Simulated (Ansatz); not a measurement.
As2 (SMILES [As]#[As]): the energy, rung by rung

As2 has 2 atoms, charge 0, and is taken as a singlet. As SMILES, `[As]#[As]`. Geometry: relaxed at PBE0-D4/def2-TZVP.

```xyz
2

As    0.0000    0.0000    0.0025
As    0.0000    0.0000    2.0915
```

Quantity: the energy change with the As1–As2 bond stretched from 2.089 to 4.178 Å, in eV. The values are calculated.

```json
{"level": "HF/STO-3G (restricted)", "kind": "Hartree–Fock", "program": "Ansatz", "value (eV)": "10.44"}
{"level": "SVWN5/STO-3G (restricted)", "kind": "LDA", "program": "Ansatz", "value (eV)": "10.30"}
{"level": "BLYP/STO-3G (restricted)", "kind": "GGA", "program": "Ansatz", "value (eV)": "9.48"}
{"level": "r2SCAN/STO-3G (restricted)", "kind": "meta-GGA", "program": "Ansatz", "value (eV)": "10.40"}
{"level": "BHLYP/STO-3G (restricted)", "kind": "global hybrid", "program": "Ansatz", "value (eV)": "10.85"}
{"level": "r2SCAN0/STO-3G (restricted)", "kind": "hybrid meta-GGA", "program": "Ansatz", "value (eV)": "11.47"}
{"level": "wB97X/STO-3G (restricted)", "kind": "range-separated hybrid", "program": "Ansatz", "value (eV)": "11.49"}
{"level": "RPA@PBE/STO-3G (restricted)", "kind": "RPA", "program": "Ansatz", "value (eV)": "5.82"}
{"level": "MP2/STO-3G (restricted)", "kind": "perturbation theory", "program": "Ansatz", "value (eV)": "11.06"}
```

All-electron rows without a relativistic Hamiltonian named are non-relativistic. The first shape isn't each level's own minimum. The values span 5.82 to 11.49 eV. All rows use very small basis sets, so none should be taken for the real molecule's value. In the correlated wave-function rows the outer d shell of As is correlated, in sets not made for it.
